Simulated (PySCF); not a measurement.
CHCl2, SMILES Cl[CH]Cl (connectivity only; charge and spin as stated), charge +1, multiplicity 1.

Geometry: B3LYP-D3(BJ)/def2-TZVP. The multiplicity is an assumed one; other spin states were not compared. The isomer is the one that the SMILES or the coordinates give; other isomers of the formula were not compared.

Computed with TDDFT-M06-2X/def2-SVPD run with PySCF.

Vertical excitations. Isolated molecule, no solvent. State labels are in the subgroup C2v.

Computed UV-visible absorptions:
```json
[
 {"state": "S1", "symmetry": "A2", "energy (eV)": "4.10", "λ (nm)": "303", "f": "0.000", "main pairs": "HOMO→LUMO 100 %"},
 {"state": "S2", "symmetry": "B1", "energy (eV)": "4.13", "λ (nm)": "300", "f": "0.000", "main pairs": "HOMO−1→LUMO 100 %"},
 {"state": "S3", "symmetry": "B2", "energy (eV)": "5.67", "λ (nm)": "219", "f": "0.206", "main pairs": "HOMO−2→LUMO 96 %"},
 {"state": "S4", "symmetry": "A1", "energy (eV)": "7.99", "λ (nm)": "155", "f": "0.038", "main pairs": "HOMO−3→LUMO 94 %"},
 {"state": "S5", "symmetry": "A2", "energy (eV)": "8.30", "λ (nm)": "149", "f": "0.000", "main pairs": "HOMO−4→LUMO 98 %"},
 {"state": "S6", "symmetry": "B2", "energy (eV)": "8.78", "λ (nm)": "141", "f": "0.024", "main pairs": "HOMO→LUMO+1 82 %"},
 {"state": "S7", "symmetry": "B1", "energy (eV)": "8.82", "λ (nm)": "141", "f": "0.000", "main pairs": "HOMO−5→LUMO 98 %"},
 {"state": "S8", "symmetry": "A2", "energy (eV)": "8.87", "λ (nm)": "140", "f": "0.000", "main pairs": "HOMO−2→LUMO+1 93 %"},
 {"state": "S9", "symmetry": "A1", "energy (eV)": "8.90", "λ (nm)": "139", "f": "0.001", "main pairs": "HOMO−1→LUMO+1 84 %"},
 {"state": "S10", "symmetry": "B1", "energy (eV)": "10.52", "λ (nm)": "118", "f": "0.000", "main pairs": "HOMO−2→LUMO+3 60 %, HOMO−3→LUMO+1 27 %"},
 {"state": "T1", "symmetry": "B2", "energy (eV)": "3.82", "λ (nm)": "324", "f": "0", "main pairs": "HOMO−2→LUMO 99 %"},
 {"state": "T2", "symmetry": "B1", "energy (eV)": "3.85", "λ (nm)": "322", "f": "0", "main pairs": "HOMO−1→LUMO 99 %"},
 {"state": "T3", "symmetry": "A2", "energy (eV)": "3.87", "λ (nm)": "320", "f": "0", "main pairs": "HOMO→LUMO 100 %"},
 {"state": "T4", "symmetry": "A1", "energy (eV)": "5.73", "λ (nm)": "216", "f": "0", "main pairs": "HOMO−3→LUMO 99 %"}
]
```
Triplets are in the Tamm–Dancoff approximation, which puts them higher than full response would, so one can lie above its singlet here.
